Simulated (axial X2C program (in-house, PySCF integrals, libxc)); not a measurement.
# Bond lengths and stretching modes, held linear, of AsNC

Calculated with an in-house all-electron X2C program for linear molecules (integrals from PySCF): two-component X2C with atomic mean-field Coulomb and Gaunt terms, Gaussian nuclei, basis As dyall-v3z, N dyall-av3z, C dyall-v3z with contracted cores. Spin-free rows use the one-electron spin-free X2C Hamiltonian.

Masses As 74.922, N 14.003, C 12.000 u. States: 2c Ω = 1 (beyond evenly filled blocks: ω = -1/2, ω = 3/2); spin-free M_S = 1, Λ = 0 (beyond evenly filled blocks: π+α, π-α).

PBE0, spin-free: energies above the lowest point

```json
{"r(As–N) (Å)": "1.7667", "r(N–C) (Å)": "1.1515", "E (meV)": "66.20"}
{"r(As–N) (Å)": "1.7667", "r(N–C) (Å)": "1.1810", "E (meV)": "20.14"}
{"r(As–N) (Å)": "1.7667", "r(N–C) (Å)": "1.2105", "E (meV)": "60.10"}
{"r(As–N) (Å)": "1.8120", "r(N–C) (Å)": "1.1515", "E (meV)": "41.08"}
{"r(As–N) (Å)": "1.8120", "r(N–C) (Å)": "1.1810", "E (meV)": "0.00"}
{"r(As–N) (Å)": "1.8120", "r(N–C) (Å)": "1.2105", "E (meV)": "45.39"}
{"r(As–N) (Å)": "1.8120", "r(N–C) (Å)": "1.2401", "E (meV)": "161.81"}
{"r(As–N) (Å)": "1.8573", "r(N–C) (Å)": "1.1515", "E (meV)": "59.15"}
{"r(As–N) (Å)": "1.8573", "r(N–C) (Å)": "1.1810", "E (meV)": "22.07"}
{"r(As–N) (Å)": "1.8573", "r(N–C) (Å)": "1.2105", "E (meV)": "71.84"}
{"r(As–N) (Å)": "1.9026", "r(N–C) (Å)": "1.1810", "E (meV)": "77.61"}
{"r(As–N) (Å)": "1.9026", "r(N–C) (Å)": "1.2401", "E (meV)": "255.97"}
```

Task: Fit a quadratic surface with cubic terms in each bond: where is the minimum, and what are the two stretching wavenumbers?

Result: At PBE0, spin-free: bonds 1.809 and 1.180 Å; harmonic stretches 534.7 and 2066.2 cm⁻¹; force constants 3.32, 16 and coupling 0.53 mdyn/Å.

The other levels and Hamiltonians give:

| Hamiltonian | level | r(As–N) (Å) | r(N–C) (Å) | lower stretch (cm⁻¹) | upper stretch (cm⁻¹) |
| --- | --- | --- | --- | --- | --- |
| 2c | PBE0 | 1.810 | 1.180 | 534.2 | 2066.1 |
| 2c | HF | 1.819 | 1.157 | 547.2 | 2222.3 |
| 2c | B3LYP | 1.823 | 1.180 | 517.4 | 2039.4 |
| 2c | MP2 | 1.848 | 1.184 | 512.5 | 2206.5 |
| spin-free | HF | 1.818 | 1.157 | 547.8 | 2222.4 |
| spin-free | B3LYP | 1.823 | 1.180 | 518.0 | 2039.5 |
| spin-free | MP2 | 1.848 | 1.184 | 512.9 | 2206.7 |

Each state is one determinant, the lowest of a limited PBE0 search; the stretches come from a fit to these few points and carry an uncertainty of a few per cent. Other orders of the atoms were not compared. MP2 freezes inner shells (threshold -2 hartree). The molecule was held linear; bending was not examined, so a bent shape may lie lower. Open-shell Ω = 0 determinants with evenly filled partner blocks cannot be reached by this program, so the Ω shown need not be the lowest component. Note: several unpaired electrons, one determinant need not be a pure state.
